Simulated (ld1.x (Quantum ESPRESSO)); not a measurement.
Transferability test, TM potential for Mn (Z = 25)

| Item | Value |
| --- | --- |
| Element | manganese |
| Generator | ld1.x (Quantum ESPRESSO) 7.5 |
| Type | norm-conserving Troullier–Martins (Kleinman–Bylander form) |
| Functional | PBE |
| Relativity | scalar-relativistic |
| Frozen core | [Ne] |
| Valence charge | 15 |
| Reference configuration | 3s2 3p6 3d5.5 4s1.5 4p0 |
| Partial waves | 3s (bound): rc 0.90 bohr; 3p (bound): rc 1.35 bohr; 3d (bound): rc 1.25 bohr |
| Local potential | all-electron potential smoothed inside 0.85 bohr (lloc = -1) |
| Core correction | none |

Occupied shells without a wave of their own: 4s. They enter only through the test configuration that unscreens the potential.

Energies are relative to the spin-unpolarised reference configuration 3s2 3p6 3d5.5 4s1.5 4p0; without spin polarisation the order of configurations can differ from experiment. The frozen-core shift is the all-electron ΔE with the core orbitals held at their reference shape minus the fully relaxed ΔE.

```json
{"valence configuration": "3s2 3p6 3d5 4s2 4p0", "charge": "0", "ΔE all-electron (eV)": "0.482", "error AE − PS (meV)": "+70", "frozen-core shift (meV)": "-1.4"}
{"valence configuration": "3s2 3p6 3d5 4s1 4p0", "charge": "+1", "ΔE all-electron (eV)": "8.898", "error AE − PS (meV)": "-89", "frozen-core shift (meV)": "-0.6"}
{"valence configuration": "3s2 3p6 3d6 4s1 4p0", "charge": "0", "ΔE all-electron (eV)": "0.124", "error AE − PS (meV)": "-49", "frozen-core shift (meV)": "+1.2"}
{"valence configuration": "3s2 3p6 3d5 4s1 4p1", "charge": "0", "ΔE all-electron (eV)": "4.339", "error AE − PS (meV)": "-55", "frozen-core shift (meV)": "-1.0"}
{"valence configuration": "3s2 3p6 3d3 4s0 4p0", "charge": "+4", "ΔE all-electron (eV)": "107.778", "error AE − PS (meV)": "-658", "frozen-core shift (meV)": "-5.2"}
```

Problem. What are ΔE and the potential's error for 3s2 3p6 3d5 4s0 4p0?

Solution. ΔE = 24.497 eV all-electron; the error (AE − PS) is -347 meV.

Problem. What are ΔE and the potential's error for 3s2 3p6 3d4 4s0 4p0?

Solution. ΔE = 57.016 eV all-electron; the error (AE − PS) is -523 meV.

The 4s level has no wave, so the channel is fitted at the deeper level alone: the likely source of the large errors. A variational frozen-core shift is positive and of second order in the change. This column holds negative values, so the frozen-core run of ld1.x carries numerical noise or an error of first order here, and the column gives no more than the rough size of the effect.
